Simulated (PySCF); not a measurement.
Partial charges of `C=C[P@@](C)(=O)C(C)(C)C`

Compound: C₇H₁₅OP.
Atom-mapped SMILES: `[CH2:1]=[CH:2][P@@:3]([CH3:4])(=[O:5])[C:6]([CH3:7])([CH3:8])[CH3:9]` (hydrogens: H10, H11 on C1; H12 on C2; H13, H14, H15 on C4; H16, H17, H18 on C7; H19, H20, H21 on C8; H22, H23, H24 on C9)

Structure used (GFN2-xTB), in Å, numbered top down from 1:
```
atom  x, y, z in Å
C1     2.7346   -1.3796    0.1766
C2     1.9023   -0.4037    0.4937
P3     0.7702    0.2197   -0.7848
C4     1.0131    2.0396   -0.7127
O5     1.0329   -0.3315   -2.1190
C6    -0.9566   -0.1530   -0.1736
C7    -1.2185    0.3851    1.2261
C8    -1.9186    0.4580   -1.1855
C9    -1.0603   -1.6742   -0.1992
H10    2.7116   -1.7904   -0.8207
H11    3.4514   -1.7958    0.8670
H12    1.8871    0.0526    1.4725
H13    2.0391    2.2221   -1.0302
H14    0.3429    2.5087   -1.4300
H15    0.8556    2.4516    0.2787
H16   -2.2296    0.1222    1.5361
H17   -1.1278    1.4688    1.2546
H18   -0.5240   -0.0436    1.9451
H19   -1.6212    0.1712   -2.1933
H20   -2.9344    0.1050   -1.0104
H21   -1.9176    1.5450   -1.1197
H22   -0.3619   -2.1174    0.5104
H23   -0.8133   -2.0412   -1.1939
H24   -2.0687   -1.9995    0.0532
```

Density: PBE0/pcSseg-1 (PySCF); schemes: Mulliken, IAO, Hirshfeld and ESP-fitted. The structure is a single GFN2-xTB conformer in the gas phase; no vibrational or solvent corrections.

Task: Atoms with like bonding are taken together and averaged. Which atoms carry the lowest charge in the Mulliken, IAO, Hirshfeld and ESP-fitted schemes?

Result: The schemes don't all agree: Mulliken C6 (-0.762); IAO O5 (-0.938); Hirshfeld O5 (-0.393); ESP-fitted C4 (-0.739).

Task: Which atoms carry the highest charge in the Mulliken, IAO, Hirshfeld and ESP-fitted schemes?

Result: All schemes agree: Mulliken P3 (+0.922); IAO P3 (+1.504); Hirshfeld P3 (+0.433); ESP-fitted P3 (+0.948).

Task: At which atom do the 4 schemes differ most?

Result: At C6: from -0.762 (Mulliken) to +0.446 e (ESP-fitted), 1.208 e apart.

Task: Give the atomic charges in each scheme.

Result: In e; atoms taken as equivalent share a row and are averaged (×n: the atom named and its like, n in all):

```
       atom                     environment  Mulliken     IAO  Hirshfeld  ESP-fitted
         C1            terminal =CH2 carbon    -0.097  -0.264     -0.066      -0.300
         C2                alkene CH carbon    -0.456  -0.428     -0.097      -0.320
         P3           phosphoryl phosphorus    +0.922  +1.504     +0.433      +0.948
         C4  sp3 carbon bound to phosphorus    -0.469  -0.685     -0.163      -0.739
         O5               phosphoryl oxygen    -0.613  -0.938     -0.393      -0.674
         C6  sp3 carbon bound to phosphorus    -0.762  -0.171     -0.015      +0.446
   C7/C8/C9                   methyl carbon    -0.158  -0.420     -0.121      -0.503
        H10                vinylic hydrogen    +0.146  +0.171     +0.051      +0.173
        H11                vinylic hydrogen    +0.124  +0.156     +0.055      +0.171
        H12                vinylic hydrogen    +0.132  +0.153     +0.047      +0.152
H13/H14/H15                 methyl hydrogen    +0.152  +0.164     +0.051      +0.193
   H16 (×9)                 methyl hydrogen    +0.121  +0.141     +0.039      +0.119
```

Mean size of the charges over all atoms: IAO 0.312 e, ESP-fitted 0.295 e, Mulliken 0.239 e, Hirshfeld 0.091 e. Each set sums to the total charge, 0, to within 0.002 e. The Hirshfeld scheme weights the molecular density at each point by an atom's share of the summed free-atom densities.

Some averages cover members that differ in this geometry: C7/C8/C9, ESP-fitted -0.561 to -0.438; H16 (×9), ESP-fitted +0.090 to +0.147; H13/H14/H15, ESP-fitted +0.170 to +0.212; H16 (×9), Mulliken +0.110 to +0.140 e.

Task: How closely do the schemes follow one another over all atoms?

Result: Correlation coefficient and root-mean-square difference: IAO with Hirshfeld 0.98, 0.311 e; IAO with ESP-fitted 0.91, 0.184 e; Hirshfeld with ESP-fitted 0.90, 0.258 e; Mulliken with IAO 0.89, 0.212 e; Mulliken with Hirshfeld 0.85, 0.222 e; Mulliken with ESP-fitted 0.67, 0.287 e.

Task: Sum the charges by element, for elements with more than one atom.

Result: 
```json
{"element": "C", "atoms": "7", "Mulliken": "-2.257", "IAO": "-2.808", "Hirshfeld": "-0.704", "ESP-fitted": "-2.421"}
{"element": "H", "atoms": "15", "Mulliken": "+1.948", "IAO": "+2.243", "Hirshfeld": "+0.662", "ESP-fitted": "+2.147"}
```
